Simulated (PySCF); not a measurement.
# A bond scan of BClF cation

All numbers below are calculated, not measured. They come from PySCF 2.14.0, an open-source quantum chemistry program, on an isolated molecule that a program drew, which may never have been made. The molecule is BClF cation (charge +1, singlet), drawn as the SMILES string `F[B+]Cl`.

The structure below is the HF double-zeta minimum with every atom moved a little at random, so it isn't optimised. Bond F1-B2 is then set to each length in the table by shifting atoms 2, 3 along it, with nothing else relaxed.
```xyz
3
BClF cation, angstrom
F    -2.2022    1.0067    0.9898
B    -1.5528    1.1608   -0.0111
Cl   -0.7467    1.5217   -1.3859
```

E is the energy above the same method's energy at the HF double-zeta minimum. IE is the energy to remove one electron at fixed geometry, to the doublet state of charge +2, as a difference of total energies. The basis family is cc-pV(n+d)Z, with UHF for radicals and no spin-orbit coupling. Best is HF at quadruple zeta, plus MP2 correlation extrapolated from triple and quadruple zeta, plus CCSD(T) minus MP2 at triple zeta, with a frozen core. The other columns are at triple zeta.

```
bond (Å),E HF (kcal/mol),E r2SCAN (kcal/mol),E CCSD(T) (kcal/mol),E best (kcal/mol),IE HF (eV),IE r2SCAN (eV),IE CCSD(T) (eV),IE best (eV),T1
1.1620,3.19,5.40,5.47,4.90,20.017,21.165,21.084,21.270,0.014
1.1780,1.75,3.41,3.41,3.03,20.054,21.191,21.116,21.302,0.014
1.2030,0.62,1.44,1.35,1.22,20.112,21.231,21.164,21.351,0.014
1.2830,?,?,?,?,?,?,?,?,?
1.4960,41.51,33.02,32.38,33.52,20.663,21.364,21.588,21.782,0.020
```

T1 is the CCSD diagnostic of the starting molecule.

**Estimate the best E and IE at 1.2830 Å from the other rows.**

A cubic in the inverse of the bond length through the other values of E best gives 2.51 kcal/mol there. A least-squares quadratic in the bond length through IE best gives 21.494 eV. The calculation gives 2.56 kcal/mol and 21.496 eV, so the fits miss by 0.05 kcal/mol and 0.002 eV. The same recipe one zeta lower moves these two values by 0.65 kcal/mol and 0.08 eV, a gauge of their own error. The rest of the row: E is 4.24 (HF), 2.38 (r2SCAN), 2.05 (CCSD(T)); IE is 20.288 (HF), 21.336 (r2SCAN), 21.308 (CCSD(T)); T1 is 0.016.
